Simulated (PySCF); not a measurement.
**Does the structure fit the spectrum?**

A compound C$_{7}$H$_{13}$NOSi gives the data below (simulated from a calculation) and was assigned the structure `C/C(C#N)=C\[Si@@H](O)C(C)C`.

13C{1H} NMR (computed): δ 164.2 (C), 153.2 (CH2), 103.6 (CH2), 23.1 (CH2, 2C), 21.2 (CH2), 18.4 (CH).

1H NMR (400 MHz, computed): δ 7.75 (d, 1H), 7.28 (d, 1H), 5.13 (br s, 1H), 5.11 (d, 2H), 4.12 (br s, 1H), 2.60 (m, 2H), 2.13 (m, 1H), 2.10 (m, 1H), 2.07 (m, 1H), 1.93 (m, 2H).

Computational details: structure optimised with GFN2-xTB, shielding tensors at PBE0/pcSseg-1 (GIAO), in PySCF 2.14.0 with density-fitted response routines (no solvent, non-relativistic, equivalent nuclei averaged, a single conformation).

Scale: TMS for 1H (σref 31.72) and 13C (σref 186.93) (reference shieldings calculated alike).

Question: Compare with the shifts computed for the proposed structure, pairing carbons in order of shift.

Answer: Numbering as in the mapped SMILES `[CH3:1]/[C:2]([C:3]#[N:4])=[CH:5]\[Si@@H:6]([OH:7])[CH:8]([CH3:9])[CH3:10]`. Each H is labelled by its parent atom.

```tsv
atom	computed for proposal	given list	difference
C5	148.6	164.2	-15.6
C2	138.8	153.2	-14.4
C3	125.0	103.6	+21.4
C1	24.1	23.1	+1.0
C8	23.2	23.1	+0.1
C10	18.6	21.2	-2.6
C9	17.6	18.4	-0.8
```

The rms difference is 11.4 ppm and the largest +21.4 ppm at C3 (nitrile carbon). The proposal also would give 7 carbon signals, not 6. The carbon types in order of shift don't match either: CH, C, C, CH3, CH, CH3, CH3 for the proposal against C, CH2, CH2, CH2, CH2, CH2, CH in the data. The proposal doesn't fit.

Question: Which isomer fits?

Answer: `C=NC(=C)O[SiH2]C1CCC1`.

Carbon types of the structure: 1 × C, 1 × CH, 5 × CH2, leaving 2 H on heteroatoms. δC 164.2: alkene carbon bearing oxygen; an sp2 carbon further deshielded by the attached heteroatom. δC 153.2: C=N carbon. δC 103.6: β carbon of an enol-ether or enamine type C=C; the O or N lone pair pushes π density onto this β carbon and shields it. δC 23.1, 21.2: sp3 CH2 in a ring; a saturated carbon with 2 carbon neighbours and no heteroatom attached.

Other isomers checked: CC(C)(C)O[SiH2]/C=C\C#N (rms 24.8 ppm); CC(C)O[Si@H]1C[C@@H](C#N)C1 (rms 43.8 ppm).

This is the structure that produced the data.

Shifts are as computed. Against solution values, carbons near 30 ppm lie about +3 ppm off and those near 130 ppm about +5 ppm. Of 1211 compounds with measured shifts, 218 miss one by over three times the rms of a fit or turn the order of signals round; such compounds aren't used in these exercises. No couplings were computed; multiplicities are counted from neighbouring protons, with m where these are inequivalent, close in shift, in a saturated or five-membered ring or joined by F or P, and br s for small geminal =CH2 splittings.
